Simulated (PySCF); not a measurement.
**Calculated NMR data**

How the numbers were obtained: geometry: GFN2-xTB, NMR shieldings at PBE0/pcSseg-1/GIAO, in PySCF 2.14 (equivalent nuclei averaged, non-relativistic, isolated molecule, one conformer).

Chemical shifts δ = σref − σ; TMS for ¹H and ¹³C, all at this level. Splittings of carbon signals by F and P are missing where no couplings were computed. Where no couplings were computed, multiplicities follow the n + 1 count of equivalent neighbours, and m marks all less simple cases (inequivalent or close neighbours, rings, F or P nearby). Shifts are as computed. Against solution values, carbons near 30 ppm lie about +3 ppm off and those near 130 ppm about +5 ppm (rms about the fit 2.1 ppm; single classes can miss by 10 ppm). Of 1328 compounds with measured shifts, 309 miss one by over three times the rms of a fit or turn the order of signals round; such compounds aren't used in these exercises. Signals without a measured value on file couldn't be tested in this way; 1H shifts scatter by 0.2 ppm about their fit, and single ones miss by 0.5 ppm.

**1.** SMILES O1C[C@@]2([C@H](C#N)OC2)[C@H]1F, C$_{6}$H$_{6}$FNO$_{2}$. ¹H NMR (600 MHz, computed): δ 6.11 (m, 1H), 5.46 (s, 1H), 5.27 (m, 1H), 4.97 (m, 1H), 4.92 (m, 1H), 4.69 (m, 1H). ¹³C{¹H} NMR (computed): δ 120.5, 119.4, 77.7, 76.4, 69.7, 51.9.

**2.** `F/C(=C/F)COC(F)(F)F`, C$_{4}$H$_{3}$F$_{5}$O. ¹H NMR (600 MHz, computed): δ 7.69 (m, 1H), 4.98 (m, 2H). ¹³C{¹H} NMR (computed): δ 161.9 (C), 155.0 (CH), 131.2 (C), 65.7 (CH2).
